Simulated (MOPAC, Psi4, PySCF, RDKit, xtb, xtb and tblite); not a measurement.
Two geometries of SMILES CC(C)(C)CC[Si](Cl)(Cl)Cl, relaxed at GFN2-xTB with one dihedral held; other torsions can differ between them too.

Structure A

```
23

C     -1.2917     0.7562    -1.1741
C     -1.0759     0.2362     0.2483
C     -2.2039    -0.7486     0.5891
C     -1.1493     1.3958     1.2409
C      0.2447    -0.5503     0.3539
C      1.5307     0.0367    -0.2509
Si     2.2379     1.7128     0.3301
Cl     1.4357     3.3265    -0.5994
Cl     4.2123     1.6997    -0.1726
Cl     2.1179     1.9453     2.3345
H     -0.5649     1.5227    -1.4263
H     -1.2109    -0.0550    -1.8947
H     -2.2839     1.1923    -1.2643
H     -2.2266    -1.5743    -0.1188
H     -3.1686    -0.2482     0.5560
H     -2.0657    -1.1567     1.5878
H     -2.1590     1.8005     1.2575
H     -0.4781     2.2016     0.9670
H     -0.9007     1.0617     2.2451
H      0.0925    -1.5155    -0.1354
H      0.4270    -0.7525     1.4125
H      1.4056     0.0854    -1.3356
H      2.3126    -0.7076    -0.0792
```

Structure B

```
23

C      1.4701     0.5852    -1.2115
C      1.0151     0.1935     0.1960
C      2.0846    -0.7064     0.8244
C      0.8546     1.4493     1.0552
C     -0.2982    -0.6100     0.1463
C     -1.5188     0.1703    -0.3586
Si    -2.9862    -0.9496    -0.8309
Cl    -3.6014    -2.0275     0.7670
Cl    -4.5319     0.1818    -1.4929
Cl    -2.4350    -2.2255    -2.3015
H      0.7866     1.2960    -1.6691
H      1.5346    -0.2922    -1.8511
H      2.4522     1.0506    -1.1694
H      2.2151    -1.6129     0.2377
H      3.0399    -0.1888     0.8702
H      1.8021    -0.9908     1.8355
H      1.8153     1.9447     1.1767
H      0.1689     2.1557     0.5948
H      0.4772     1.1914     2.0423
H     -0.1312    -1.4745    -0.5001
H     -0.5164    -0.9900     1.1459
H     -1.8277     0.8887     0.4015
H     -1.2342     0.7507    -1.2375
```

Which is lower in energy at the level PBE0-D3(BJ)/def2-SVP // GFN2-xTB (Psi4), and by how much?

B is lower, by 1.76 kcal/mol (dihedral C2–C5–C6–Si7: 60° in A, 165° in B).

E(B) − E(A) in kcal/mol at the other levels, on the same two geometries: GFN2-xTB (xtb and tblite) -1.78; MMFF94 // GFN2-xTB (RDKit) -7.55; PBE0/def2-SVP // GFN2-xTB (Psi4) -3.18; PBE/def2-SVP // GFN2-xTB (Psi4) -2.95; PBE-D3(BJ)/def2-SVP // GFN2-xTB (Psi4) -1.53; UFF // GFN2-xTB (RDKit) -7.89; PM7, restricted, heats of formation // GFN2-xTB (MOPAC) -3.70; AM1, restricted, heats of formation // GFN2-xTB (MOPAC) -5.06; GFN1-xTB // GFN2-xTB (xtb) -2.05; restricted B3LYP/6-31G*, spherical d, density fitting // GFN2-xTB (PySCF) -5.43; restricted Hartree-Fock/3-21G, density fitting // GFN2-xTB (PySCF) -4.95.

MMFF94 has few fitted parameters for silicon.
